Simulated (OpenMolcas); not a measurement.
## Pr3+ in CaF2

Pr3+ with its 8 nearest fluoride ions at 2.411 Å, on the Ca site of CaF2 (a = 5.46294 Å, distance in the model lattice 2.366 Å). The rest of the host is ab initio model potentials to 7.6 Å and point charges beyond; the distance is set by hand and nothing relaxes, and no local charge compensation is placed. Ligand basis ANO-RCC-VDZP.
```
Pr    0.0000    0.0000    0.0000
F     1.3920    1.3920    1.3920
F     1.3920    1.3920   -1.3920
F     1.3920   -1.3920    1.3920
F     1.3920   -1.3920   -1.3920
F    -1.3920    1.3920    1.3920
F    -1.3920    1.3920   -1.3920
F    -1.3920   -1.3920    1.3920
F    -1.3920   -1.3920   -1.3920
```

| Property | Result |
| --- | --- |
| Program | OpenMolcas |
| Method | CASSCF |
| Basis | ANO-RCC-VDZP [7s6p4d2f1g] |
| Scalar Hamiltonian | DKH2, point nucleus |
| Active space | 2 electrons in 7 orbitals (4f) |
| State averaging | 2S+1 = 3 even, 21 roots; 2S+1 = 1 even, 27 roots kept (CI in the orbitals of an earlier block) |
| Spin-orbit coupling | state interaction with AMFI integrals over the reference wave functions |

The lowest spin-free states (labels of O, the rotations of Oh), above the lowest:

```tsv
State	Degeneracy	E (cm-1)	Free-ion L (%)
3T1	3	0.0	H (100)
3E	2	9.6	H (100)
3T1	3	496.4	H (99)
3T2	3	932.6	H (99)
3A2	1	5755	F (100)
3T2	3	6475	F (99)
3T1	3	6485	F (99)
1E	2	6624	G (100)
1T2	3	7017	G (100)
1T1	3	7228	G (100)
1A1	1	8059	G (99)
1E	2	20783	D (100)
1T2	3	21366	D (96)
1A2	1	25175	I (100)
1T2	3	25204	I (100)
1E	2	25217	I (100)
1T1	3	26075	I (100)
1T2	3	26128	I (96)
1A1	1	26250	I (99)
3T1	3	27984	P (100)
```

The lowest levels with spin-orbit coupling:

| E (cm-1) | Degeneracy | Label | 2S+1 | J | |mJ| (%) |
| --- | --- | --- | --- | --- | --- |
| 0.0 | 3 | T2 | 3 | 4.00 | 3 (58) |
| 347.0 | 1 | A1 | 3 | 4.00 | 0 (58) |
| 443.4 | 3 | T1 | 3 | 4.03 | 1 (56) |
| 568.0 | 2 | E | 3 | 4.01 | 2 (50) |
| 2403 | 2 | E | 3 | 4.97 | 2 (50) |
| 2413 | 3 | T1 | 3 | 4.98 | 3 (45) |
| 2698 | 3 | T1 | 3 | 5.00 | 5 (33) |
| 2756 | 3 | T2 | 3 | 4.99 | 2 (33) |
| 4624 | 3 | T2 | 3 | 5.96 | 5 (42) |
| 4704 | 1 | A1 | 3 | 5.99 | 4 (87) |
| 4790 | 3 | T1 | 3 | 5.96 | 4 (33) |
| 5109 | 2 | E | 3 | 5.95 | 0 (43) |
| 5260 | 3 | T2 | 3 | 5.89 | 1 (41) |
| 5427 | 1 | A2 | 3 | 5.88 | 2 (70) |
| 7035 | 3 | T2 | 3 | 2.28 | 1 (63) |
| 7225 | 2 | E | 3 | 2.05 | 2 (50) |
| 8278 | 3 | T2 | 3 (75 %) | 3.54 | 3 (41) |
| 8382 | 2 | E | 1 (60 %) | 4.02 | 2 (50) |
| 8578 | 3 | T1 | 3 (69 %) | 3.62 | 1 (44) |
| 8618 | 3 | T2 | 3 (75 %) | 3.53 | 3 (39) |

Powder χT (cm3 K/mol): 0.992 at 2 K, 1 at 10 K, 1.06 at 50 K, 1.14 at 100 K, 1.29 at 200 K, 1.4 at 300 K. The effective moment at 300 K is 2.828 √(χT) = 3.35 μB.

Hund's rules give f2 the level 3H4 with g = 0.800, so an isolated free-ion multiplet has χT = g² J(J+1) / 8 = 1.600 cm3 K/mol. The computed 1.399 at 300 K differs by -13 %, through the field's splitting, the mixing of terms and any other multiplet in reach.

Stevens parameters of the J = 4 multiplet, which is 568 cm-1 wide (cm-1, z along the main axis): B40 = 1.588e-01, B44 = 8.043e-01, B60 = 2.505e-03, B64 = -5.292e-02.

Metal share of the active 4f orbitals (Löwdin): 99, 100, 100, 100, 100, 100, 100 %; Mulliken charge of the metal 2.26.

Without dynamic correlation the ligand-field splitting of an f shell can come out too small, at times by half. The first state left out of the spin-orbit step lies near 62000 cm-1 above the lowest spin-free state of the reference (among the parities and spins computed), and the lists stop at four fifths of that energy or lower. No measured value stands beside these numbers; the geometry was set by hand and not optimised.
